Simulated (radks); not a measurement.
Values are calculated unless marked as measured or tabulated.
Species: Gd2+. Configuration: [Kr] 4d10 4f7 5s2 5p5.75 5d1 6s0.25 (fractional occupations, a model configuration).

Code: a radial shooting solver on a logarithmic mesh with Libxc functionals. Model: scalar-relativistic Kohn-Sham, RPBE, spin-polarised, spherical densities, point nucleus; open shells are filled with parallel spins first (spin-orbit coupling, left out, can overturn this in heavy ions).

Energy parts (eV):
| part | energy |
|---|---|
| total | -306699.54 |
| kinetic | 329367.83 |
| electron-nucleus | -747272.74 |
| Hartree | 117981.23 |
| exchange-correlation | -6775.86 |

Orbitals (lengths in bohr, moments of r in powers of bohr; <r^-3> diverges for s and p1/2; r(90%) holds 90 % of the orbital's charge):
orbital  occ.  eigenvalue (eV)  <r^-3>  r(90%)   <1/r>
1s up       1        -50121.31       -  0.0396   71.68
1s down     1        -50121.29       -  0.0396   71.68
2s up       1        -8287.512       -   0.144   16.62
2s down     1        -8287.423       -   0.144   16.62
2p up       3        -7375.395   11420   0.134   15.52
2p down     3        -7375.322   11420   0.134   15.52
3s up       1        -1849.424       -   0.358   6.098
3s down     1        -1846.776       -   0.358   6.105
3p up       3        -1566.932    2394   0.364   5.731
3p down     3        -1564.287    2401   0.363   5.738
3d up       5        -1194.195   322.9   0.345   5.438
3d down     5        -1192.159   323.7   0.344   5.444
4s up       1        -386.5820       -   0.794   2.570
4s down     1        -380.3820       -   0.794   2.569
4p up       3        -293.5018   534.6   0.851   2.362
4p down     3        -287.3397   533.5   0.851   2.361
4d up       5        -164.8227   60.34   0.955   2.082
4d down     5        -158.6752   60.12   0.956   2.079
4f up       7         -25.6303   8.209    1.44   1.537
4f down     0         -19.9504   7.881    1.54   1.500
5s up       1         -66.0513       -    1.90   1.003
5s down     1         -62.2122       -    1.93  0.9852
5p up       3         -43.1704   75.73    2.24  0.8518
5p down  2.75         -40.0426   70.94    2.29  0.8318
5d up       1         -16.5357   4.251    3.50  0.5642
5d down     0         -14.6925   3.686    3.66  0.5364
6s up    0.25         -15.7595       -    4.83  0.3788
6s down     0         -14.5982       -    4.80  0.3743
6p up       0         -11.3587   9.612    5.91  0.3049

The highest occupied level is 6s up at -15.759 eV. The configuration is held as typed, so some empty levels lie below it. Summed over all electrons, <r^2> = 44.22 bohr^2, which gives a Langevin (diamagnetic) susceptibility term of -35 x 10^-6 cm^3/mol. The density falls to 0.001 e/bohr^3 at r = 3.86 bohr. Spin moment in Bohr magnetons: 8.5.

Run on one thread of a shared host, so times are rough (Arm Neoverse N1): 0.43 s of CPU time, 0.43 s wall, 15 iterations on 2626 mesh points.
